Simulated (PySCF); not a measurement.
**Frontier orbitals and the lowest excitations**

C6H9N.
Atom-mapped SMILES: `[H]/[N:5]=[C:4](/[CH2:3][CH:2]=[CH2:1])[CH:6]=[CH2:7]` (hydrogens: H8, H9 on C1; H10 on C2; H11, H12 on C3; H13 on N5; H14 on C6; H15, H16 on C7)

Geometry (GFN2-xTB, Å), atoms numbered from 1 in this order:
```xyz
16
C6H9N angstrom
C      0.9817    0.0512    2.3151
C      0.3899   -0.7749    1.4729
C      0.8252   -0.9986    0.0567
C     -0.2493   -0.5215   -0.8886
N     -0.8967   -1.3905   -1.5367
C     -0.4429    0.9378   -0.9259
C     -1.0585    1.5813   -1.9089
H      1.8524    0.6230    2.0351
H      0.6311    0.1843    3.3244
H     -0.4832   -1.3384    1.7742
H      1.7522   -0.4563   -0.1415
H      0.9785   -2.0646   -0.1183
H     -1.6284   -1.0223   -2.1414
H     -0.0271    1.4822   -0.0884
H     -1.4582    1.0645   -2.7682
H     -1.1742    2.6516   -1.9071
```

Level of theory: TDDFT PBE0/def2-SVPD, vertical, gas phase, core orbitals frozen in the response (PySCF 2.14.0, density-fitted response routines).

Frontier orbitals with the atoms that hold most of them (Löwdin shares over 4%, at most four atoms; ? is withheld):

```
orbital  ε (eV)                           atoms
 HOMO-3   -9.46  C3 15%, C2 14%, N5 13%, C4 12%
 HOMO-2   -8.01   N5 26%, C1 20%, C2 20%, C4 9%
 HOMO-1   -7.72                               ?
   HOMO   -7.32   N5 44%, C1 10%, C4 10%, C2 8%
   LUMO       ?                               ?
 LUMO+1    0.29    C2 32%, C1 30%, H8 6%, H9 6%
 LUMO+2    0.86  C7 22%, C6 11%, C1 10%, H16 9%
```

Give the leading atoms of the HOMO-1.

C7 (bonded to C and 2 H) 24%; C6 (bonded to 2 C and H) 21%; N5 (bonded to C and H) 17%; C1 (bonded to C and 2 H) 9%. By element: carbon 54% or more, nitrogen 17%.

Give the leading atoms of the LUMO.

C7 (bonded to C and 2 H) 23%; N5 (bonded to C and H) 18%; C6 (bonded to 2 C and H) 18%; C4 (bonded to 2 C and N) 17%. By element: carbon 58% or more, nitrogen 18%.

What is the LUMO energy, and the HOMO–LUMO gap?

ε(LUMO) = -1.48 eV; the gap is 5.84 eV (0.2146 hartree).

How does S1 compare with the orbital gap of 5.84 eV?

S1 is at 4.29 eV (f = 0.0072), 1.55 eV below the gap, made of HOMO→LUMO (90%). 

One configuration dominates each of S1 and S4. Which, and how do the shares of the two leading atoms of either orbital change from the occupied to the empty one?

- S1 (4.29 eV, f 0.0072), HOMO→LUMO (90%): N5 44% → 18%, C1 10% → at most 18%, C7 at most 9% → 23%
- S4 (6.64 eV, f 0.046), HOMO→LUMO+1 (91%): N5 44% → at most 6%, C1 10% → 30%, C2 8% → 32%

Löwdin shares depend on the basis, the more so with diffuse functions.

Hardware: an Intel Xeon Platinum 8488C with one thread, shared host with 192 logical CPUs at a one-minute load of 41. Cost: 34 s wall (with the writing of density and orbital grids), 0.79 GiB resident at most.

One conformer stands for the species.
